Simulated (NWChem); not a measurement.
BH₂Cl; SMILES BCl

```xyz
4

B      0.0000     0.0000     1.1567
H      0.0000    -1.0495     1.7177
H      0.0000     1.0495     1.7177
Cl     0.0000     0.0000    -0.5764
```
Atoms are numbered in this order, from 1.

Level: PBE0-D3(BJ)/def2-TZVP (NWChem), optimised geometry, unscaled harmonic frequencies. 

Q: List the harmonic frequencies with IR intensities, and the thermochemistry.

A: 
```json
[
 {"frequency (cm⁻¹)": "838", "IR intensity (km/mol)": "76.3"},
 {"frequency (cm⁻¹)": "865", "IR intensity (km/mol)": "8.9"},
 {"frequency (cm⁻¹)": "993", "IR intensity (km/mol)": "32.9"},
 {"frequency (cm⁻¹)": "1216", "IR intensity (km/mol)": "80.6"},
 {"frequency (cm⁻¹)": "2613", "IR intensity (km/mol)": "93.5"},
 {"frequency (cm⁻¹)": "2725", "IR intensity (km/mol)": "90.8"}
]
```

```
Quantity                                                                           Result
-----------------------------------------------------------------------  ----------------
zero-point energy                                                           13.2 kcal/mol
thermal correction to the enthalpy at 298.15 K (with zero-point energy)     15.7 kcal/mol
heat capacity Cv                                                          7.7 cal/(mol K)
entropy at 298.15 K and 1 atm (symmetry number 2)                        55.9 cal/(mol K)
dipole moment                                                                      0.54 D
```

Rigid rotor and harmonic oscillator.
